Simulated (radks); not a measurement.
Lu3+, configuration [Xe] 4f13 6s1 (not the ground configuration). Method: scalar-relativistic Kohn-Sham, PBE, spin-unpolarised, spherical densities, point nucleus; computed with a radial shooting solver on a logarithmic mesh with Libxc functionals.

Unscreened Slater integrals over Kohn-Sham orbitals (eV).

integral     value
F0(6s,6s)   8.8471
F0(6s,4f)   11.527
G3(6s,4f)  0.46514
F0(6s,5p)   10.790
G1(6s,5p)  0.99144
F0(6s,5s)   11.002
G0(6s,5s)  0.55757
F0(4f,4f)   36.910
F2(4f,4f)   17.528
F4(4f,4f)   10.994
F6(4f,4f)   7.9080
F0(4f,5p)   22.290
F2(4f,5p)   7.3667
G2(4f,5p)   3.5732
G4(4f,5p)   2.8069
F0(4f,5s)   25.106
G3(4f,5s)   4.3324
F0(5p,5p)   18.402
F2(5p,5p)   9.9452
F0(5p,5s)   19.684
G1(5p,5s)   13.150
F0(5s,5s)   21.365

Derived for the open shells (J is the average intra-shell exchange parameter used in DFT+U). 4f: F4/F2 = 0.627, F6/F2 = 0.451, J = (286 F2 + 195 F4 + 250 F6)/6435 = 1.419 eV.
